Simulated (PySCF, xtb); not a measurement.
C₄H₃ClF₂, SMILES ClC(C)=C=C(F)F.

GFN2-xTB (xtb) at its own geometry gives an orbital gap of 4.56 eV and a dipole moment of 3.17 D.

Geometry optimised at B3LYP-D3(BJ)/def2-SVP. The structure was generated by enumeration, and PubChem lists no compound with its InChIKey, so it may never have been made.

Problem. What does PBE/def2-TZVP in PySCF give? (An estimate is asked for; the answer gives what the named calculation found.)

Solution. gap 4.49 eV (levels -6.46 and -1.97 eV), dipole 1.90 D.
